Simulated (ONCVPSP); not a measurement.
# What one change does to a pseudopotential (silver, ONCV)

ONCVPSP 4.0.1 input, shortened (lines: element, Z, core and valence counts, functional; n l f; lmax; l rc ep ncon nbas qcut; lloc lpopt rc5 dvloc0; l nproj debl; icmod fcfact rcfact), PBE, scalar-relativistic:

```
  Ag 47.00    8    2        4      upf
    1    0    2.00
    2    0    2.00
    2    1    6.00
    3    0    2.00
    3    1    6.00
    3    2   10.00
    4    0    2.00
    4    1    6.00
    4    2   10.00
    5    0    1.00
    2
    0    2.45    0.00    3    7    2.90
    1    2.60    0.17    4    8    3.00
    2    1.45    0.00    3    8   12.70
    4    5    0.95    2.00
    0    2    3.00
    1    2    1.30
    2    2    2.50
    0    0.00    0.00
```

In the p channel the program set the typed energies aside and used 0.050, 1.350 Ha.

Change: s: qcut 3.2.

Cutoffs: the cutoffs (Ha) at which the residual kinetic energy of the hardest occupied pseudo-wave falls to 1 and 0.1 mHa per electron; they do not see the model core or the augmentation charge, which bear on the density cutoff. Errors are all-electron minus pseudo energies relative to the spin-unpolarised reference configuration.

Question: What does the change do?

Answer: The potential gets neither clearly harder nor softer (35 Ha and 42 Ha → 35 Ha and 42 Ha); both files keep a bound ghost (p, s); of the 4 tests that both files solve, the error grows in 1 and shrinks in 2 by more than 15 % and 0.3 meV (median size 15.0 → 17.8 meV).

| quantity | base | changed |
| --- | --- | --- |
| cutoff, loose | 35 Ha | 35 Ha |
| cutoff, tight | 42 Ha | 42 Ha |
| loose cutoff by channel | s 3.6 Ha, d 35 Ha | s 3.8 Ha, d 35 Ha |
| bound ghosts | s, p | s, p |
| GHOST(+) flags under 300 eV | none | s at 117.4 eV |
| error for 4d10 5s0, meV [ΔE 7.76 eV] | +4.3 | +3.2 |
| error for 4d9 5s0, meV [ΔE 29.87 eV] | +26 | +32 |
| error for 4d8 5s0, meV [ΔE 66.06 eV] | -59 | -41 |
| error for 4d10 5s0.5, meV [ΔE 3.02 eV] | +0.5 | +0.2 |
| s: phases at 2.49 bohr within 0.05 rad from the reference energy up to (Ha; the scan ends near 5) | 3.2 | 3.7 |
| p: phases at 2.63 bohr within 0.05 rad from the reference energy up to (Ha; the scan ends near 5) | 2.6 | 2.6 |
| d: phases at 1.47 bohr within 0.05 rad from the reference energy up to (Ha; the scan ends near 5) | to the end of the scan | to the end of the scan |

 A true bound ghost makes a file unfit for plane-wave use even where its test errors are small: the radial tests pick states by their node count and pass the ghost by.
